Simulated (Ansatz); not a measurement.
A structure relaxed at PBE-D4/def2-SVP in Ansatz, charge 0, singlet:

```xyz
12

Si    0.7542    1.4179   -0.7215
Si    1.0738    0.4348    2.5685
Si   -1.2479   -0.1701   -3.0246
Si   -0.3669   -1.8648   -0.3574
Si   -1.3268   -0.3824    2.4371
Si    1.8963    2.5052    1.1790
Te    1.9134   -0.7641    0.1806
Te   -0.4053    2.6567    2.2387
Te   -0.3235   -2.7052   -2.6667
Te    0.8362    1.3768   -3.2480
Te   -1.7129    0.4779   -0.2863
Te   -1.0907   -2.9828    1.7006
```

Give its formula.

the cluster Si6Te6.

Summarise the bond lengths by kind (pairs closer than 1.2 times the sum of covalent radii, bridged metal pairs left out).

15 × Si–Te 2.45 to 2.88 Å; 3 × Si–Si 2.47 to 2.63 Å.

In the def2 sets Te takes a core potential; there is no spin–orbit coupling. Another isomer (singlet) lies 0.75 eV lower at PBE0-D4/def2-SVP; other spin states weren't run for this one.
